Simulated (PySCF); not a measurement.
CI2, SMILES I[C]I (connectivity only; charge and spin as stated), neutral, multiplicity 1. Atoms are numbered in the order given.

```xyz
3

C      0.0000     0.0000     1.1083
I      0.0000     1.7512    -0.0627
I      0.0000    -1.7512    -0.0627
```

Geometry: B3LYP-D3(BJ)/def2-TZVP. The def2 effective core potentials stand for the cores of I; spin–orbit coupling is left out.

Level of theory: TDDFT-PBE/def2-SVPD (PySCF).

Vertical excitations. The molecule is in vacuum. State labels are in the subgroup C2v.

Problem. List the lowest excited states. (Estimate from the structure and the level; the computed values follow.)

Solution. 
```csv
state,symmetry,energy (eV),λ (nm),f,main pairs
S1,B1,1.60,773,0.000,HOMO→LUMO 101 %
S2,A2,2.12,585,0.000,HOMO−1→LUMO 100 %
S3,B2,3.26,381,0.052,HOMO−2→LUMO 87 %
S4,A1,3.39,366,0.008,HOMO→LUMO+1 94 %
S5,B1,4.02,308,0.000,HOMO−3→LUMO 99 %
S6,B2,4.20,295,0.042,HOMO−1→LUMO+1 87 %
S7,A2,4.56,272,0.000,HOMO−2→LUMO+1 100 %
S8,A1,4.84,256,0.008,"HOMO−4→LUMO 79 %, HOMO−3→LUMO+1 13 %"
S9,B2,5.14,241,0.308,HOMO→LUMO+2 80 %
S10,A2,5.34,232,0.000,HOMO−5→LUMO 99 %
T1,B1,0.75,1656,0,HOMO→LUMO 99 %
T2,A2,1.92,645,0,HOMO−1→LUMO 100 %
T3,B2,2.33,532,0,HOMO−2→LUMO 100 %
T4,A1,2.71,458,0,HOMO→LUMO+1 99 %
```
Triplets are in the Tamm–Dancoff approximation, which puts them higher than full response would, so one can lie above its singlet here.
